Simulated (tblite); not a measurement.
Species: C5H5ClNO (doublet state).
Cartesian coordinates in Å at the GFN2-xTB level; atoms count from 1:
```xyz
13
C5H5ClNO angstrom
O      2.0422    2.2184    1.3357
C      2.4802    1.3496    0.6253
N      1.7230    0.4027   -0.0069
C      0.3616    0.3242    0.0977
C     -0.3755   -0.6470   -0.5559
C     -1.7146   -0.7445   -0.5167
C     -2.9677   -0.9657   -0.3519
Cl    -3.5753   -2.0284    0.9312
H      3.5542    1.2251    0.4048
H      2.1858   -0.2861   -0.5864
H     -0.0945    1.0671    0.7312
H      0.1525   -1.3546   -1.1883
H     -3.7761   -0.5603   -0.9377
```

Computed with GFN2-xTB (tblite): harmonic, unscaled wavenumbers at the GFN2-xTB geometry, gas phase. The method is semi-empirical: single wavenumbers can be off by several per cent or more. One conformer, not necessarily the lowest. Open shells enter through the occupations alone, without spin polarisation, and single modes of such species can be off by tens of per cent.

Harmonic wavenumbers (cm⁻¹): 48.9, 73.2, 108.1, 163.9, 209.3, 262.5, 330.6, 353.0, 422.8, 509.1, 608.0, 637.4, 709.5, 739.4, 750.5, 889.1, 891.5, 1075.4, 1080.3, 1146.1, 1188.2, 1222.6, 1227.7, 1375.5, 1378.7, 1484.8, 1732.5, 1933.0, 2803.4, 3001.6, 3057.3, 3122.0, 3398.6.

A = 5623, B = 506.5, C = 485.4 MHz; mass 130.006 u (most abundant isotopes); point group C1, symmetry number 1; spin multiplicity 2.

**Question.** What is the zero-point energy?

**Answer.** Half the sum of the wavenumbers: 18967 cm⁻¹ = 226.90 kJ/mol.

**Question.** Entropy at 298.15 K, 1 bar (ideal gas, RRHO, classical rotation)?

**Answer.** Translation 169.56, rotation 124.82, vibration 103.12, spin (R ln 2) 5.76: S = 403.3 J/(mol K).

**Question.** And Cp and H(298.15 K) − H(0)?

**Answer.** Cp = 134.78 J/(mol K), of which vibrations give 101.52 (their classical limit is 33 R = 274.4); H(298.15 K) − H(0) = 25.88 kJ/mol without the zero-point energy, 15.97 from vibrations.

**Question.** Which modes carry the vibrational entropy at 298.15 K?

**Answer.** 48.9 cm⁻¹: 20.34; 73.2 cm⁻¹: 17.01; 108.1 cm⁻¹: 13.82; 163.9 cm⁻¹: 10.48; 209.3 cm⁻¹: 8.58; 262.5 cm⁻¹: 6.88 J/(mol K); the other 27 give 26.02 together.

**Question.** What must be added to the electronic energy to get the Gibbs energy at 298.15 K and 1 bar?

**Answer.** ZPE + [H(298.15 K) − H(0)] − T·S = 226.90 + 25.88 − 120.23 = 132.55 kJ/mol.

**Question.** How do the functions run with temperature in this model?

**Answer.** 
```
T (K)  S (J/(mol K))  Cp (J/(mol K))  H − H(0) (kJ/mol)  G − H(0) (kJ/mol)  ln q(vib)
  100          295.4            72.2               5.20             -24.34       1.54
  200          355.7           105.0              14.09             -57.05       3.80
  300          404.1           135.3              26.13             -95.10       6.00
  500          485.3           183.7              58.35            -184.32      10.17
  800          582.1           227.3             120.64            -345.06      15.83
 1000          634.9           245.4             168.01            -466.89      19.21
```

q(vib) and H(0) count from the zero-point level.

**Question.** Blend soft modes into free rotors: weight 1/[1 + (100 cm⁻¹/ν̃)⁴] for the oscillator and the rest for a rotor with moment μB/(μ + B), μ = h/(8π²ν), B = 10⁻⁴⁴ kg m². What vibrational entropy results?

**Answer.** 94.14 J/(mol K) in place of 103.12, which changes −T·S at 298.15 K by +2.68 kJ/mol.

Hindered rotation and anharmonicity are outside this model. Other conformers, if any are populated, would add a mixing term that is left out. The structure is chiral; the term R ln 2 for an equal mix with its mirror image is left out.
